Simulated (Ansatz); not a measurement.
`OC(F)S[SiH3]` + H₂ → `OCF` + `[SiH3]S` at 500 K and 1 bar (hydrogenolysis of a C–S bond).

Gas-phase electronic energies from Ansatz, PBE0-D4/def2-TZVP geometries. CBS: MP2 limit from def2 TZ/QZ plus the TZ coupled-cluster correction, frozen cores. This one scheme is used for every species. Each species was taken in one conformer, which may not be the lowest.

| species | CCSD(T)/CBS energy (Eh) | H − E (kJ/mol) | S (J/(mol·K)) |
| --- | --- | --- | --- |
| `OC(F)S[SiH3]` | -902.88754 | 209.3 | 414.3 |
| H₂ | -1.17544 | 41.0 | 145.5 |
| `OCF` | -214.81254 | 142.5 | 286.9 |
| `[SiH3]S` | -689.27336 | 117.6 | 310.5 |

H − E and S are ideal-gas, rigid-rotor, harmonic terms from PBE0-D4/def2-TZVP, for one conformer and one mirror image of each species. The MP2-based limit puts H₂ 0.8 mEh under its directly extrapolated value; such offsets cancel only in part. 1 Eh = 2625.50 kJ/mol, R = 8.31446 J/(mol·K).

**Question.** By hand: ΔE, ΔH, ΔS and ΔG.

**Answer.** ΔE = (-214.81254) + (-689.27336) − (-902.88754) − (-1.17544) = -0.02292 Eh = -60.2 kJ/mol. Δ(H − E) = 142.5 + 117.6 − 209.3 − 41.0 = 9.8, so ΔH = -50.4 kJ/mol. ΔS = 286.9 + 310.5 − 414.3 − 145.5 = 37.6 J/(mol·K). ΔG = -50.4 − 500 × (37.6)/1000 = -69.2 kJ/mol.

**Question.** By hand: the equilibrium constant, and the temperature at which ΔG would vanish if ΔH and ΔS stayed fixed.

**Answer.** log₁₀ K = −ΔG/(RT ln 10) = 7.2. ΔH and −TΔS have one sign here, so there is no such temperature.

TΔS isn't small against ΔH here. A doubt of 5 kJ/mol in ΔE shifts log₁₀ K by 0.5 here. Other conformers and mirror images would add mixing entropy, several J/(mol·K) or more a flexible species. Modes under 60 cm⁻¹, often nearly free rotors, make the harmonic entropy too high. These are equilibria of isolated gas molecules and say nothing of rates. Largest T1 diagnostic: 0.012 (customary marks: 0.02 for closed shells, 0.045 for open ones).
